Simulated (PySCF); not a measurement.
C₂H₆AlBrO, SMILES C[O][Al]([CH3])[Br]. Geometry optimised at B3LYP-D3(BJ)/def2-SVP. Other conformers were not sampled.

Computed equilibrium geometry at B3LYP-D3(BJ)/def2-SVP (PySCF confirms it by a frequency run) as Cartesian coordinates in Å, and its point group (one conformer of several):
point group Cs.
```xyz
11

Al     0.6526    -0.5763     0.0000
Br    -0.3976     1.4430     0.0000
C      2.5840    -0.7223     0.0000
H      2.9069    -1.7750     0.0000
H      3.0138    -0.2255     0.8858
H      3.0138    -0.2255    -0.8858
O     -0.3290    -1.9552     0.0000
C     -1.6912    -2.2780     0.0000
H     -1.9436    -2.8802     0.8911
H     -2.3389    -1.3815     0.0000
H     -1.9436    -2.8802    -0.8911
```
Charge 0, spin multiplicity 1.
